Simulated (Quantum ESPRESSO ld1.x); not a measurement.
Excited configurations of Pr XXIV: one electron is placed in a higher orbital outside [Ar] 3d10 4s2 4p5. The ground configuration is [Kr]. All-electron calculation, Dirac Kohn-Sham, revPBE, spin-unpolarised, spherical densities, point nucleus; open shells fill j = l - 1/2 first. Program: ld1.x of Quantum ESPRESSO 7.5. Excitation = E - E(ground); binding = E(ion) - E, where the ion is the core of charge +24; n* = 24/sqrt(2 binding) in atomic units. These energies are relativistic, and a one-electron ion of charge +24 with no core already has n* below n in this formula (Dirac formula, point nucleus: 5s1/2 4.987, 5d3/2 4.995, 5f5/2 4.997, 6s1/2 5.986, 6p1/2 5.986, 6f5/2 5.997, 7s1/2 6.986, 7p1/2 6.986, 7f5/2 6.997).

outer orbital  excitation (eV)  binding (eV)     n*  eigenvalue (eV)  <r> (bohr)
5s1/2                   315.03        489.84  4.000          -478.73       1.014
5d3/2                   398.36        406.50  4.391          -396.27       1.098
5f5/2                   450.25        354.61  4.701          -344.62       1.131
6s1/2                   491.83        313.04  5.003          -307.05       1.580
6p1/2                   506.25        298.61  5.123          -292.73       1.618
6f5/2                   562.69        242.18  5.689          -236.70       1.780
7s1/2                   587.30        217.56  6.002          -213.47       2.266
7p1/2                   595.82        209.04  6.123          -205.07       2.320
7f5/2                   629.24        175.63  6.680          -172.08       2.550

The Delta-SCF ionisation energy is 804.87 eV (NIST Atomic Spectra Database: 803 eV, theoretical). Self-interaction in the functional shifts the binding energies and quantum defects, so they are the method's values and not measured ones. Spin polarisation and multiplet splitting are left out, so open shells lie too high by an amount that depends on their filling.

Beside tabulated values, note that spin-unpolarised runs miss the spin-polarisation part of the exchange energy of open shells.
